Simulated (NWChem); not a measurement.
System: CH$_{7}$NOSi; SMILES CO[SiH2]N

Input file for NWChem:

```
start job
memory heap 200 mb stack 900 mb global 1100 mb
geometry units angstroms noautosym nocenter noautoz
  Si    -0.422379    -0.528829    -0.000193
  N      0.485645    -1.981897     0.000345
  O      0.552551     0.827681    -0.000593
  C      0.071146     2.138852    -0.000619
  H     -1.269746    -0.508135    -1.232141
  H     -1.269891    -0.507248     1.231643
  H      0.988256    -2.262289     0.834915
  H      0.988244    -2.262907    -0.834024
  H     -0.543546     2.361329    -0.894106
  H     -0.543039     2.361538     0.893167
  H      0.924270     2.835373    -0.000942
end
basis spherical
  Si library 6-31g*
  N library 6-31g*
  O library 6-31g*
  C library 6-31g*
  H library 6-31g*
end
dft
  xc m06-2x
  iterations 150
end
cosmo
  do_cosmo_smd true
  solvent etoac
end
task dft energy
```

All runs use the structure optimised with PBE0/def2-SVP. Solvent: ethyl acetate.

Level: M06-2X/6-31G* with SMD (1 M gas to 1 M solution), gas-phase geometry. Reactions with the solvent are ignored.

What results follow from this input? (M06-2X/6-31G* (spherical d), SMD on the gas-phase geometry.) Quantities: solvation free energy (kcal/mol); cavity-dispersion-structure term (kcal/mol); dipole in solution (D).


```
Item                                         Result
-------------------------------------------  ------
solvation free energy (kcal/mol)               -3.8
cavity-dispersion-structure term (kcal/mol)     0.6
dipole in solution (D)                         0.62
```
